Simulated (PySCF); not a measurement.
**Se: electron affinity**

Se⁻ [Ar] 3d10 4s2 4p5 (2P) → Se [Ar] 3d10 4s2 4p4 (3P), as a difference of total energies. Computed with PySCF 2.14 in aug-cc-pVTZ-PP with one added diffuse shell each of s, d, f type with ECP10MDF (7s5p5d3f, 68 functions), with scalar relativity through the core potential. Correlated levels: valence: 3s2 3p6 3d10 frozen. The calculations carry no spin-orbit coupling.

```json
{"method": "UHF", "electron affinity (eV)": "0.928", "difference from reference (eV)": "-1.093"}
{"method": "LDA", "electron affinity (eV)": "2.330", "difference from reference (eV)": "+0.309"}
{"method": "PBE", "electron affinity (eV)": "2.079", "difference from reference (eV)": "+0.058"}
{"method": "PBE0", "electron affinity (eV)": "2.003", "difference from reference (eV)": "-0.018"}
{"method": "r2SCAN", "electron affinity (eV)": "2.052", "difference from reference (eV)": "+0.031"}
{"method": "CAM-B3LYP", "electron affinity (eV)": "2.099", "difference from reference (eV)": "+0.078"}
{"method": "BP86", "electron affinity (eV)": "2.236", "difference from reference (eV)": "+0.215"}
{"method": "r2SCANh", "electron affinity (eV)": "2.031", "difference from reference (eV)": "+0.010"}
{"method": "B2PLYP", "electron affinity (eV)": "1.991", "difference from reference (eV)": "-0.030"}
{"method": "MP2 (valence)", "electron affinity (eV)": "1.853", "difference from reference (eV)": "-0.168"}
{"method": "SCS-MP2 (valence)", "electron affinity (eV)": "1.850", "difference from reference (eV)": "-0.171"}
```

Reference: 2.021 eV (measured; photodetachment measurements, as compiled on the Wikipedia data page of electron affinities).

The reference lies between the lowest fine-structure levels, while these numbers refer to the centres of the terms.

Errors of the correlated levels include the incompleteness of this basis and the frozen core.

In the anion the highest occupied orbital energy is positive at LDA, PBE, PBE0, r2SCAN, BP86, r2SCANh, a self-interaction effect; the basis confines that electron, and the energy difference can still be sensible.
